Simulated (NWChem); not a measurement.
CH₇NSi₂; SMILES [SiH3]/C=N\[SiH3]

Program: NWChem. Pople sets run with spherical d functions. Geometry: optimised at PBE0/def2-SVP. Core excitations by TDA in a window of 1s orbitals, non-relativistic and unshifted: absolute energies depend strongly on the exact-exchange share.

For level C K edge, PBE0/6-311G**:

```
Quantity                                   Value
----------------------------------------  ------
first 1s excitation (eV)                   275.2
dipole oscillator strength of the first   0.0448
first state with f > 0.002 (eV)            275.2
dipole oscillator strength of that state  0.0448
```

Question: How do the values read with level N K edge, B3LYP/6-311G** instead?

Answer: The first 1s excitation (eV) comes out as 385.3, the dipole oscillator strength of the first is 0.0367 and the first state with f > 0.002 (eV) comes out as 385.3. The dipole oscillator strength of that state is 0.0367.
